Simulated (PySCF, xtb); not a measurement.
B3H5N3, SMILES B1[N]BNBN1, multiplicity 2.

Harmonic wavenumbers (cm⁻¹) from GFN2-xTB (xtb) at its own minimum, in rising order: 267, 286, 392, 443, 507, 598, 626, 746, 760, 766, 774, 892, 897, 957, 965, 1063, 1066, 1174, 1258, 1299, 1307, 1474, 2573, 2591, 2596, 3447, 3448.

Problem. What does PBE0-D3(BJ)/def2-SVP (PySCF) give at its own minimum? (An estimate is asked for; the answer gives what the named calculation found.)

Solution. 191, 304, 381, 491, 523, 664, 676, 838, 878, 894, 895, 924, 931, 953, 1020, 1049, 1152, 1284, 1330, 1332, 1429, 1503, 2619, 2632, 2639, 3666, 3668. Paired by order, the mean absolute difference is 71 cm⁻¹ and the zero-point energies are 47.4 and 49.8 kcal/mol.
